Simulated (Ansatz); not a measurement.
AlBH₃IN₂O, 9 atoms. The species carries charge 0 and has multiplicity 1. Correlated methods include outer-core shells of I, which these sets cover unevenly. I: def2 effective core potential. All runs use 4 threads of a server CPU on a shared host. Correlated methods freeze the cores.

Question: How many basis functions does each run have, and how long does it take in Ansatz? RHF-CCSD(T)/def2-SVP energy; RHF-MP2/def2-QZVPP energy; RKS revPBE-D4/def2-TZVPP energy; direct RPA on PBE orbitals/def2-TZVPP energy; RKS PBE0-D4/def2-SVP energy; RKS ωB97M-V/def2-SVP energy; RKS LC-ωPBE/def2-TZVPP energy; RKS ωB97M-V/def2-QZVPP energy; RKS ωB97M-V/def2-TZVPP energy and forces; RKS PBE0-D4/def2-QZVPP energy; RHF-CCSD(T)/def2-TZVPP energy; RKS PBE0-D4/def2-TZVP frequencies. (Estimate.)

Answer: Computed: Other jobs shared the machine, so times are rough.

```
                                level                job  functions  wall time  peak host memory (GiB)
                 RKS PBE0-D4/def2-SVP             energy        115      1.9 s                    0.27
             RKS revPBE-D4/def2-TZVPP             energy        258      3.6 s                    0.37
               RKS LC-ωPBE/def2-TZVPP             energy        258      4.4 s                    0.53
                 RKS ωB97M-V/def2-SVP             energy        115        7 s                    0.41
direct RPA on PBE orbitals/def2-TZVPP             energy        258      9.5 s                    0.76
                 RHF-CCSD(T)/def2-SVP             energy        115       13 s                    0.68
               RKS PBE0-D4/def2-QZVPP             energy        470       15 s                     1.9
               RKS ωB97M-V/def2-TZVPP  energy and forces        258       16 s                       1
               RKS ωB97M-V/def2-QZVPP             energy        470       25 s                     2.3
                   RHF-MP2/def2-QZVPP             energy        470       29 s                     2.9
                RKS PBE0-D4/def2-TZVP        frequencies        229    4.1 min                    0.73
               RHF-CCSD(T)/def2-TZVPP             energy        258    4.3 min                     6.7
```

LC-ωPBE has ω = 0.4 bohr⁻¹.
